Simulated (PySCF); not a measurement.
H4SeSiTe. Atoms are numbered in the order given.

```xyz
7

Te     0.2247    -0.4731     0.7912
Se     0.5238     1.4365    -0.9045
H     -0.4730     2.3472    -0.2744
Si    -1.6422    -1.5253    -0.5513
H     -1.1598    -1.8790    -1.9290
H     -2.8082    -0.5820    -0.6491
H     -2.0603    -2.7734     0.1820
```
Charge 0, spin multiplicity 1.

Geometry optimised at PBE-D3(BJ)/def2-SVP. This is a generated structure with no PubChem entry under its InChIKey; it may be hypothetical. The def2 effective core potentials stand for the cores of Te; spin–orbit coupling is left out. One conformer was computed; it need not be the lowest.

Computed with B3LYP/def2-TZVPD run with PySCF.

Gas-phase values at a fixed geometry.

- total energy = -2961.66752 hartree
- highest occupied level = -6.45 eV
- lowest empty level = -2.48 eV
- orbital gap = 3.97 eV
- dipole moment = 0.85 D
- quadrupole, principal values (traceless, Buckingham form, about the centre of nuclear charge) = -1.97, -1.06, 3.04 D·Å
- mean static polarisability = 106.2 bohr³ (15.74 Å³)
- polarisability, principal values = 83.4, 104.4, 130.7 bohr³
